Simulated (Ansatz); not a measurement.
Molecule: C$_{4}$H$_{10}$B, charge 0, multiplicity 2. SMILES: B(C)([CH2])CC
Geometry from a B3LYP-D3(BJ)/def2-TZVP (Ansatz, a first-principles code) optimisation:
```xyz
15

C     -1.6792    -1.2613    -0.1205
B     -0.5835    -0.1810    -0.1108
C     -0.8994     1.2790    -0.6005
C      0.8523    -0.5878     0.4045
C      1.9504     0.4769     0.4035
H     -1.5083    -2.2831     0.2090
H     -2.6948    -1.0735    -0.4574
H     -0.2322     1.5587    -1.4245
H     -0.6810     2.0049     0.1917
H     -1.9276     1.4363    -0.9296
H      1.1780    -1.4605    -0.1801
H      0.7312    -0.9973     1.4183
H      2.1321     0.8602    -0.6030
H      1.6773     1.3313     1.0267
H      2.8980     0.0866     0.7807
```
Charge 0, spin multiplicity 2.

Wanted: atomisation energy, in kcal/mol. Terms: atomisation electronic, to ground-state atoms; spin-orbit terms left out; 6-311+G** with 5d; open shells spin-unrestricted; no dispersion term unless named; non-relativistic; valence correlation only. Basis-set limits of correlation are two-point, X^-3; Hartree-Fock from the larger set. First-principles rows: single points at B3LYP-D3(BJ) geometries (Ansatz).

| species | coefficient | E at B3LYP/6-311+G** (Ansatz), Eh | E at B3LYP/def2-TZVPD (Ansatz), Eh |
|---|---|---|---|
| [CH2]B(C)CC | -1 | -183.31584 | -183.33356 |
| B atom | +1 | -24.66247 | -24.66397 |
| C atom | +4 | -37.85727 | -37.85953 |
| H atom | +10 | -0.50216 | -0.50215 |

Coupled cluster (Ansatz) is a level with limits of its own, used here on species with T1 under 0.025 (0.045 for open shells) and stable references: CCSD(T)/CBS(cc-pVTZ,cc-pVQZ). Value to compare with, CCSD(T)/CBS(cc-pVTZ,cc-pVQZ) (Ansatz): 1388.0 kcal/mol. 1 Eh = 627.5095 kcal/mol.

Task: Work the quantity out at each level, and compare with CCSD(T)/CBS(cc-pVTZ,cc-pVQZ) (Ansatz).

Result: 
- B3LYP/6-311+G**: the sum of coefficient times E is 2.20269 Eh, or 1382.21 kcal/mol. Result: 1382.2 kcal/mol. Its difference against CCSD(T)/CBS(cc-pVTZ,cc-pVQZ) (Ansatz) is -5.8 kcal/mol.
- B3LYP/def2-TZVPD: the sum of coefficient times E is 2.20997 Eh, or 1386.78 kcal/mol. Result: 1386.8 kcal/mol. Its difference against CCSD(T)/CBS(cc-pVTZ,cc-pVQZ) (Ansatz) is -1.2 kcal/mol.
